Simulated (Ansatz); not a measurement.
Consider the ligand exchange at a Ga–Te bond: `[CH3][Ga]([CH3])[TeH]` + `C[C](=N)[GeH3]` → `C/[C]([GeH3])=[N]\[Ga]([CH3])[CH3]` + H₂Te.

Isolated molecules relaxed with PBE0-D4/def2-TZVP in Ansatz; ΔE leaves out vibrations. CCSD(T)/CBS adds triple-zeta CCSD(T) − MP2 to the extrapolated MP2 energy (def2 sets, frozen cores). DFT in def2-TZVPP. B3LYP here is the variant with VWN-RPA as its local correlation; programs differ in this. Elements past krypton have def2 core potentials. For Ga, Ge, Te outer-core shells are correlated without core-valence functions, which leaves a few kJ/mol of doubt a bond. Scalar relativity is left out up to krypton. Each species was taken in one conformer, which may not be the lowest.

(1) Is it downhill or uphill in electronic energy at CCSD(T)/CBS, and by how much? (An estimate is asked.)

(2) What do these levels give: PBE0-D4, B3LYP-D4, ωB97X-V, ωB97M-V, B2PLYP, PBE0, B3LYP, SCS-MP2/def2-TZVPP, CCSD(T)/def2-TZVPP, HF/def2-QZVPP, SCS-MP2/def2-QZVPP, MP2/CBS(def2)? (Estimate.)

Largest T1 diagnostic among the species: 0.014.

## Answers

(1) The calculation gave: Uphill: ΔE = +22.6 kcal/mol.

(2) Computed: PBE0-D4 23.0, B3LYP-D4 20.5, ωB97X-V 21.7, ωB97M-V 22.1, B2PLYP 21.2, PBE0 23.5, B3LYP 21.2, SCS-MP2/def2-TZVPP 21.4, CCSD(T)/def2-TZVPP 21.0, HF/def2-QZVPP 23.6, SCS-MP2/def2-QZVPP 22.2, MP2/CBS(def2) 23.7 kcal/mol.

From PBE to PBE0 (25 % exact exchange), in def2-TZVPP and without D4, ΔE moves by +1.4 kcal/mol. In def2-TZVPP, CCSD(T) changes the Hartree–Fock value by −2.8 kcal/mol (the triples alone add −0.4 kcal/mol) and MP2 by −1.7 kcal/mol.
